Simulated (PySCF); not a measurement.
## First hyperpolarisability: SMILES O=c1cc([S][AlH2])cco1, C5H5AlO2S

Molfile (atoms numbered from 1):
```
C5H5AlO2S
     RDKit          3D

 14 14  0  0  0  0  0  0  0  0999 V2000
   -1.0828    2.4772    0.9599 O   0  0  0  0  0  0  0  0  0  0  0  0
   -1.0193    1.3721    0.4923 C   0  0  0  0  0  0  0  0  0  0  0  0
    0.1659    0.7351   -0.0328 C   0  0  0  0  0  0  0  0  0  0  0  0
    0.1470   -0.5245   -0.5585 C   0  0  0  0  0  0  0  0  0  0  0  0
    1.5713   -1.3416   -1.2013 S   0  0  0  0  0  0  0  0  0  0  0  0
    2.7053   -0.0787    0.2278 Al  0  0  0  0  0  3  0  0  0  0  0  0
   -1.0983   -1.2244   -0.5938 C   0  0  0  0  0  0  0  0  0  0  0  0
   -2.1853   -0.6090   -0.0880 C   0  0  0  0  0  0  0  0  0  0  0  0
   -2.1768    0.6100    0.4392 O   0  0  0  0  0  0  0  0  0  0  0  0
    1.0635    1.3605   -0.0442 H   0  0  0  0  0  0  0  0  0  0  0  0
    2.5382   -0.5122    1.6901 H   0  0  0  0  0  0  0  0  0  0  0  0
    3.6850    1.0069   -0.2384 H   0  0  0  0  0  0  0  0  0  0  0  0
   -1.1454   -2.2140   -1.0110 H   0  0  0  0  0  0  0  0  0  0  0  0
   -3.1688   -1.0579   -0.0635 H   0  0  0  0  0  0  0  0  0  0  0  0
  1  2  2  0
  2  3  1  0
  3  4  2  0
  4  5  1  0
  5  6  1  0
  4  7  1  0
  7  8  2  0
  8  9  1  0
  9  2  1  0
  3 10  1  0
  6 11  1  0
  6 12  1  0
  7 13  1  0
  8 14  1  0
M  END
```

Theory: quadratic response CAM-B3LYP/def2-SVPD first hyperpolarisability, Taylor convention, gas phase (PySCF). Geometry: GFN2-xTB.

**Question.** Give β for the processes computed.

**Answer.** In 10⁻³⁰ esu, Taylor convention; the vector part is βᵢ = ⅓ Σⱼ (βᵢⱼⱼ + βⱼᵢⱼ + βⱼⱼᵢ); β∥ is 3/5 of the vector part along the dipole, the dipole points from − to +:
```tsv
process	λ (nm)	β vector norm	β∥	β HRS	depolarisation ratio
static β(0;0,0)	∞	1.38	0.08	1.24	1.85
second harmonic β(−2ω;ω,ω)	1907	1.42	0.16	1.34	1.81
Pockels β(−ω;ω,0)	1907	1.39	0.10	–	–
second harmonic β(−2ω;ω,ω)	1064	1.59	0.42	1.61	1.74
Pockels β(−ω;ω,0)	1064	1.42	0.17	–	–
```

**Question.** Which lowest excitations, dipole and polarisabilities go with it?

**Answer.** S1 4.53 eV (f = 0.087); S2 4.85 eV (f = 0.048); S3 4.92 eV (f = 0.112); dipole 3.89 D; isotropic α 111.8 au static, 112.3 au at 1907 nm, 113.5 au at 1064 nm, 113.9 au at 953.5 nm, 119.4 au at 532 nm.
